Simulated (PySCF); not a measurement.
# Electron correlation in Sb (antimony, neutral)

[Kr] 4d10 5s2 5p2 5d1, one real determinant (an excited configuration). Computed with PySCF 2.14 in x2c-QZVPPall with one added diffuse shell each of s, p, d, f type (14s10p8d5f1g, 128 functions), with the spin-free X2C one-electron Hamiltonian (Gaussian nucleus). Frozen: [Kr] 4d10; 5 electrons correlated.

MP2 pair energies summed by pair of shells (mhartree):

| pair | energy | share (%) |
| --- | --- | --- |
| 5s-5p | -29.97 | 50.8 |
| 5s-5s | -13.99 | 23.7 |
| 5s-5d | -6.15 | 10.4 |
| 5p-5p | -4.51 | 7.6 |
| 5p-5d | -4.39 | 7.4 |

Total MP2 correlation energy: -59.01 mhartree.

Same-spin part -13.59 and opposite-spin part -45.42 mhartree; SCS-MP2 scales them by 1/3 and 6/5 to -59.03 mhartree.

The reference is one real determinant that mixes LS terms of this configuration.
